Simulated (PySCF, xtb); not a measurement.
Si(Cl)(Br)(vinyl)(NH2) (C2H5BrClNSi), SMILES C=C[Si](N)(Cl)Br.

GFN2-xTB run with xtb at its own geometry gives an orbital gap of 4.38 eV and a dipole moment of 5.98 D.

Geometry optimised at B3LYP-D3(BJ)/def2-SVP. One conformer was computed; it need not be the lowest.

What does PBE/def2-TZVP in PySCF give? (The exact figures need the calculation; the answer reports its results.)

gap 4.63 eV (levels -6.65 and -2.02 eV), dipole 2.53 D.
